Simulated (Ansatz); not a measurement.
Calculation: CAM-B3LYP-D3(BJ)/def2-TZVP // PBE0-D3(BJ)/def2-SVP (Ansatz, an electronic-structure program). Gas-phase values, no solvent.  In the def2 sets, heavy atoms carry core potentials.

Reference species (SMILES): `[CH3][Sn]([Cl])([Cl])[Cl]` (neutral, multiplicity 1).

| Item | Result |
|---|---|
| HOMO | -10.41 eV |
| dipole moment | 3.52 D |

Changed species: `[Cl][Sn]([Cl])([C](F)(F)F)[Cl]` (Y = trifluoromethyl; the reference has Y = methyl).

Q: Predict the effect on the HOMO and dipole moment.

A: the HOMO falls by 0.38 eV, to -10.79 eV; the dipole moment falls by 3.04 D, to 0.48 D.
